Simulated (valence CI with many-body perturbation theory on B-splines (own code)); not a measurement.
**Sensitivity of CI+MBPT for Ta⁶⁰⁺**

Computed by relativistic CI+MBPT: three valence electrons over a frozen Dirac-Fock core [Ne], a basis of 6 s, 6 p, 5 d, 3 f, 1 g functions for each j, with the one-electron correlation potential Σ1 (screened to all orders), the two-electron term Σ2, the three-electron term Σ3, Breit, model QED; selected single and double excitations, second order for the rest, scaled by the run's own slope (own B-spline code, finite nucleus).

The last digits are not significant, and no measured levels were compared; by estimate large intervals hold to a few tenths of a per cent, small ones and those within an open d or f shell to about a per cent.

The reference run has the lowest level (3s^2 3p1/2) J=1/2 and an ionisation energy of 6503.16 eV. Its largest variational space holds 2750 state functions.

Levels are named by their leading jj configuration (3d3/2^4 stands for four electrons in 3d with j = 3/2), which in mixed levels can hold well under half, so a name can repeat and another be missing. Letters in brackets count levels of one name in rising energy.

| Level | Reference (cm⁻¹) | Shift (cm⁻¹) |
| --- | --- | --- |
| (3s 3p1/2^2) J=1/2 | 1321090 | +35729 |
| (3s^2 3p3/2) J=3/2 | 2747930 | -2956 |
| (3s 3p1/2 3p3/2) J=3/2 [a] | 3829440 | +31602 |
| (3s 3p1/2 3p3/2) J=5/2 | 3973300 | +31761 |
| (3s 3p1/2 3p3/2) J=3/2 [b] | 4141550 | +27302 |
| (3s 3p1/2 3p3/2) J=1/2 | 4221030 | +32898 |
| (3s^2 3d3/2) J=3/2 | 4601040 | +11277 |
| (3s^2 3d5/2) J=5/2 | 5153590 | +4338 |
| (3p1/2^2 3p3/2) J=3/2 | 5437820 | +54522 |
| (3s 3p1/2 3d3/2) J=3/2 [a] | 5545350 | +48201 |
| (3s 3p1/2 3d3/2) J=5/2 | 5643590 | +39921 |
| (3s 3p1/2 3d3/2) J=1/2 | 5853370 | +40971 |

The ionisation energy moves by +0.12 eV.

(1) Which of these changes was made?
A. correlating orbitals by l 3 3 3 2 1 → 3 5 5 0 1; QED terms on → off
B. shift of the energy in Σ1 (hartree) 0 → 22.05
C. scale of Σ2 1 → 0.5; Breit term on → off

Answers

(1) A. correlating orbitals by l 3 3 3 2 1 → 3 5 5 0 1; QED terms on → off.
